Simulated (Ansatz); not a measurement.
`[NH]=[W](=[NH])([OH])[OH]`. Charge 0, multiplicity 1. W takes the def2 core potential. The geometry is a stationary point of PBE0-D4/def2-TZVP. It is one conformer, not always the lowest.

```xyz
9

N     1.438    0.689   -0.555
W    -0.060    0.050    0.085
N    -0.556   -1.432   -0.702
O    -1.439    1.332   -0.193
O     0.217   -0.303    1.935
H     2.258    0.715   -1.139
H    -0.504   -2.191   -1.360
H    -1.213    2.241   -0.399
H    -0.141   -1.101    2.328
```

Q: What is the dipole moment at B3LYP/def2-TZVPP? (An estimate is asked.)

A: The calculation gave: 0.87 D, with components (0.45, -0.38, -0.64) D in this frame, pointing from negative to positive charge.

Q: And with PBE, r2SCAN, ωB97M-V? (An estimate is asked.)

A: The calculation gave: PBE 0.77 D, r2SCAN 0.78 D, ωB97M-V 0.90 D.

Q: Give the Mulliken charges with B3LYP, PBE, r2SCAN in def2-TZVPP. (An estimate is asked.)

A: Computed: 
| atom | B3LYP | PBE | r2SCAN |
| --- | --- | --- | --- |
| N1 | -0.45 | -0.40 | -0.48 |
| W2 | 1.01 | 0.79 | 1.05 |
| N3 | -0.45 | -0.40 | -0.48 |
| O4 | -0.43 | -0.38 | -0.45 |
| O5 | -0.43 | -0.38 | -0.45 |
| H6 | 0.17 | 0.18 | 0.18 |
| H7 | 0.17 | 0.18 | 0.18 |
| H8 | 0.20 | 0.21 | 0.22 |
| H9 | 0.20 | 0.21 | 0.22 |

B3LYP here is the variant with VWN-RPA as its local correlation; programs differ in this.
